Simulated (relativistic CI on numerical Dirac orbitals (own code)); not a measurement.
In4+: calculation against measurement

Calculated at this level of theory: Dirac-Coulomb-Breit CI, separate exchange-only KLI orbitals for each configuration, model QED, valence Slater integrals scaled by 0.85, P86 correlation energy added to each configuration (own radial code, finite nucleus).

Configuration list (outside the closed core [Ar] 3d10): 4s2 4p6 4d9, 4s2 4p6 4d8 5s, 4s2 4p6 4d8 4f, 4s2 4p6 4d8 5p, 4s2 4p5 4d10, 4s2 4p6 4d8 5d, 4s2 4p6 4d8 6s, 4s2 4p6 4d8 6p, 4s2 4p6 4d8 6d, 4s2 4p6 4d7 5s 5p, 4s2 4p6 4d8 5f, 4s2 4p6 4d8 5g, 4s2 4p6 4d8 6f, 4s 4p6 4d10, 4s2 4p6 4d7 5s2, 4s2 4p6 4d6 4f 5s2, 4s2 4p6 4d6 5s2 5p, 4s2 4p6 4d6 5s2 5d, 4s2 4p6 4d6 5s2 6s. Double excitations out of closed p, d and f shells are left out; levels of such configurations are missing from the list, as are those of other unlisted configurations, and high levels can miss mixing partners.

| Configuration | Term (tabulated) | J | Measured (cm⁻¹) | Computed | Error | Purity (%) |
| --- | --- | --- | --- | --- | --- | --- |
| 4s2 4p6 4d9 | 2D | 5/2 | 0.0 | 0 | 0 | 100 |
| 4s2 4p6 4d9 | 2D | 3/2 | 7171.8 | 6932 | -239 | 100 |
| 4s2 4p6 4d8 5s | 4F | 9/2 | 160428.2 | 166329 | 5901 | 99 |
| 4s2 4p6 4d8 5s | 4F | 7/2 | 163979.7 | 169860 | 5880 | 85 |
| 4s2 4p6 4d8 5s | 4F | 5/2 | 167760.8 | 173516 | 5755 | 93 |
| 4s2 4p6 4d8 5s | 4F | 3/2 | 169230.4 | 175053 | 5823 | 85 |
| 4s2 4p6 4d8 5s | 2F | 7/2 | 171289.7 | 177346 | 6056 | 84 |
| 4s2 4p6 4d8 5s | 4P | 1/2 | 180492.8 | 187568 | 7076 | 97 |
| 4s2 4p6 4d8 5s | 2D | 5/2 | 185622.1 | 191873 | 6251 | 63 |
| 4s2 4p6 4d8 5s | 2G | 9/2 | 188396.3 | 194420 | 6023 | 99 |
| 4s2 4p6 4d8 5s | 2G | 7/2 | 188575.1 | 194588 | 6013 | 98 |
| 4s2 4p6 4d8 5s | 2P † | 1/2 | 188639.6 | 195930 | 7291 | 98 |
| 4s2 4p6 4d8 5s | 2P † | 3/2 | 188649.1 | 195636 | 6987 | 77 |
| 4s2 4p6 4d8 5s | 2S | 1/2 | 220693.6 | 226422 | 5728 | 95 |
| 4s2 4p6 4d8 5p | 4D° | 7/2 | 235384.1 | 239834 | 4449 | 83 |
| 4s2 4p6 4d8 5p | 4D° | 5/2 | 241510.9 | 245803 | 4292 | 82 |
| 4s2 4p6 4d8 5p | 4G° † | 7/2 | 243798.3 | 248195 | 4397 | 66 |
| 4s2 4p6 4d8 5p | 4G° † | 11/2 | 244282.5 | 248346 | 4064 | 98 |
| 4s2 4p6 4d8 5p | 4G° | 5/2 | 245121.7 | 249704 | 4582 | 59 |
| 4s2 4p6 4d8 5p | 4F° | 9/2 | 247254.7 | 251230 | 3975 | 71 |
| 4s2 4p6 4d8 5p | 4D° | 1/2 | 248164.6 | 252384 | 4220 | 89 |
| 4s2 4p6 4d8 5p | 2F° | 7/2 | 248507.3 | 252760 | 4253 | 57 |
| 4s2 4p6 4d8 5p | 4P° | 1/2 | 253298.3 | 258693 | 5394 | 85 |
| 4s2 4p6 4d8 5p | 2H° | 9/2 | 262350.7 | 266977 | 4626 | 93 |
| 4s2 4p6 4d8 5p | 4D° | 1/2 | 263009.8 | 268124 | 5114 | 86 |
| 4s2 4p6 4d8 5p | 2P° | 3/2 | 265905.4 | 270247 | 4341 | 58 |
| 4s2 4p6 4d8 5p | 2P° | 3/2 | 268230.5 | 273437 | 5206 | 64 |
| 4s2 4p6 4d8 5p | 2H° | 11/2 | 268957.0 | 273032 | 4075 | 98 |
| 4s2 4p6 4d8 5p | 2D° | 3/2 | 270201.1 | 275387 | 5186 | 73 |
| 4s2 4p6 4d8 5p | 2S° | 1/2 | 270845.5 | 276460 | 5614 | 69 |
| 4s2 4p6 4d8 5p | 4S° | 3/2 | 272846.4 | 277822 | 4976 | 88 |
| 4s2 4p6 4d8 5p | 2G° | 7/2 | 276576.3 | 280721 | 4144 | 89 |
| 4s2 4p6 4d8 5p | 2G° | 9/2 | 277481.7 | 281566 | 4085 | 94 |
| 4s2 4p6 4d8 5p | 2P° | 3/2 | 305344.3 | 309124 | 3780 | 95 |
| 4s2 4p6 4d8 5d | 4D | 7/2 | 349273.3 | 350502 | 1229 | 84 |
| 4s2 4p6 4d8 5d | 4H | 13/2 | 351397.5 | 352261 | 863 | 98 |

Measured levels from measured levels as listed in Gamrath, thesis, University of Mons (2023); pairs were made by configuration, J and term (by order where the table uses no LS term), so strongly mixed levels may be paired wrongly.

Mean error by configuration (cm⁻¹): 4s2 4p6 4d9 -239; 4s2 4p6 4d8 5s 6051; 4s2 4p6 4d8 5p 4573; 4s2 4p6 4d8 5d 1046. Over the excited levels the mean absolute error is 4682 cm⁻¹ (35 of the 69 excited levels that our extract of the source holds in range could be paired, and the others can miss by more), and the median relative error of those above 1,000 cm⁻¹ is 1.9 %. † marks terms whose computed intervals miss the measured ones by more than a factor of 2.5, or configurations far off the rest, from wrong mixing, a near crossing or a doubtful label or measurement; they are left out of the means.
